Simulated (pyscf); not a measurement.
`[O]=[Ru](=[O])(=[O])=[S]`, singlet

Gas-phase minimum from PySCF at ωB97X-D3(BJ)/def2-SVP, one conformer. 

```
Ru
O 1 1.6596
O 1 1.6596 2 110.03
O 1 1.6596 2 110.03 3 121.39
S 1 2.0636 2 108.89 3 -119.31
```

Properties at ωB97X-D3(BJ)/def2-SVP:

```yaml
harmonic_wavenumbers_unscaled: 278, 278, 348, 348, 365, 590, 1023, 1023, 1028 cm⁻¹
zero_point_energy: 7.5 kcal/mol
rotational_symmetry_number: 3
Entropy of this conformer at 298 K and 1 atm, rigid rotor and harmonic oscillator, modes under 100 cm⁻¹ raised to 100: 307.3 J/(mol K)
dipole_moment: 1.22 D
```

Single-point totals, which compare only within one level:

```json
[
 {"level": "ωB97X-D3(BJ)/def2-TZVP", "total energy (hartree)": "-718.84980"},
 {"level": "PBE/def2-TZVP", "total energy (hartree)": "-718.55881"},
 {"level": "r²SCAN/def2-TZVP", "total energy (hartree)": "-718.80951"},
 {"level": "B3LYP-D3(BJ)/def2-TZVP", "total energy (hartree)": "-718.89805"},
 {"level": "PBE0-D3(BJ)/def2-TZVP", "total energy (hartree)": "-718.44637"},
 {"level": "M06-2X/def2-TZVP", "total energy (hartree)": "-718.53413"},
 {"level": "ωB97M-D3(BJ)/def2-TZVP", "total energy (hartree)": "-718.84991"}
]
```

A restricted solution here is unstable towards spin polarisation, so biradical character is likely and single-reference numbers are less safe. Elements past Kr carry the def2 core potentials, without spin-orbit coupling.
